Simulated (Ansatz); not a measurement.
`FC1=CC(F)(F)C1F` + H₂ → `FC1=CC(F)(F)C1` + H–F at 700 K and 1 bar (hydrogenolysis of a C–F bond).

Computed with Ansatz on PBE0-D4/def2-TZVP structures; ΔE is electronic, products minus reactants. CBS: MP2 limit from def2 TZ/QZ plus the TZ coupled-cluster correction, frozen cores. This one scheme is used for every species.

| species | CCSD(T)/CBS energy (Eh) | H − E (kJ/mol) | S (J/(mol·K)) |
| --- | --- | --- | --- |
| `FC1=CC(F)(F)C1F` | -552.50451 | 226.3 | 459.7 |
| H₂ | -1.17544 | 46.8 | 155.3 |
| `FC1=CC(F)(F)C1` | -453.32723 | 240.1 | 432.3 |
| H–F | -100.39570 | 45.2 | 198.5 |

H − E and S are ideal-gas, rigid-rotor, harmonic terms from PBE0-D4/def2-TZVP, for one conformer and one mirror image of each species. The MP2-based limit puts H₂ 0.8 mEh under its directly extrapolated value; such offsets cancel only in part. 1 Eh = 2625.50 kJ/mol, R = 8.31446 J/(mol·K).

Q: By hand: ΔE, ΔH, ΔS and ΔG.

A: ΔE = (-453.32723) + (-100.39570) − (-552.50451) − (-1.17544) = -0.04298 Eh = -112.8 kJ/mol. Δ(H − E) = 240.1 + 45.2 − 226.3 − 46.8 = 12.2, so ΔH = -100.6 kJ/mol. ΔS = 432.3 + 198.5 − 459.7 − 155.3 = 15.8 J/(mol·K). ΔG = -100.6 − 700 × (15.8)/1000 = -111.7 kJ/mol.

Q: By hand: the equilibrium constant, and the temperature at which ΔG would vanish if ΔH and ΔS stayed fixed.

A: log₁₀ K = −ΔG/(RT ln 10) = 8.3. ΔH and −TΔS have one sign here, so there is no such temperature.

ΔH outweighs TΔS. A doubt of 5 kJ/mol in ΔE shifts log₁₀ K by 0.4 here. Other conformers and mirror images would add mixing entropy, several J/(mol·K) or more a flexible species. These are equilibria of isolated gas molecules and say nothing of rates. Largest T1 diagnostic: 0.012 (customary marks: 0.02 for closed shells, 0.045 for open ones).
